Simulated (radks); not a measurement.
Species: Sn I. Configuration: [Kr] 4d10 5s2 5p2. All-electron calculation, non-relativistic Kohn-Sham, BLYP, spin-polarised, spherical densities, point nucleus; open shells are filled with parallel spins first (spin-orbit coupling, left out, can overturn this in heavy ions); relativity is left out, which matters for an element this heavy. Program: a radial shooting solver on a logarithmic mesh with Libxc functionals.

Radial electron density D(r) = 4 pi r^2 rho(r):

```
   r/bohr * D(r) (the largest magnitude, 80.7, reaches the edge; | marks zero)
 0.004444 |         *
 0.005132 |           *
 0.005975 |              *
   0.0069 |                 *
 0.008033 |                     *
 0.009277 |                         *
   0.0108 |                             *
  0.01247 |                                 *
  0.01452 |                                     *
   0.0169 |                                        *
  0.01952 |                                         *
  0.02273 |                                          *
  0.02625 |                                         *
  0.03056 |                                       *
  0.03529 |                                     *
  0.04108 |                                    *
  0.04744 |                                     *
  0.05523 |                                        *
   0.0643 |                                             *
  0.07426 |                                                  *
  0.08645 |                                                      *
  0.09984 |                                                      *
   0.1162 |                                                  *
   0.1342 |                                             *
   0.1563 |                                        *
   0.1805 |                                      *
   0.2101 |                                        *
   0.2446 |                                            *
   0.2825 |                                            *
   0.3288 |                                       *
   0.3798 |                              *
   0.4421 |                    *
   0.5106 |              *
   0.5944 |             *
   0.6865 |              *
   0.7991 |               *
   0.9303 |              *
    1.074 |          *
    1.251 |       *
    1.445 |    *
    1.682 |  *
    1.942 | *
    2.261 | *
    2.611 |*
     3.04 |*
    3.539 |*
    4.087 *
    4.758 *
    5.495 *
    6.397 *
    7.387 *
      8.6 *
    9.932 *
    11.56 *
```

D(r) has 4 maxima, at r = 0.0222, 0.0936, 0.267, 0.793 bohr, and minima at 0.0421, 0.178, 0.576 bohr, inside which lie 2.02, 11.30, 28.98 electrons.
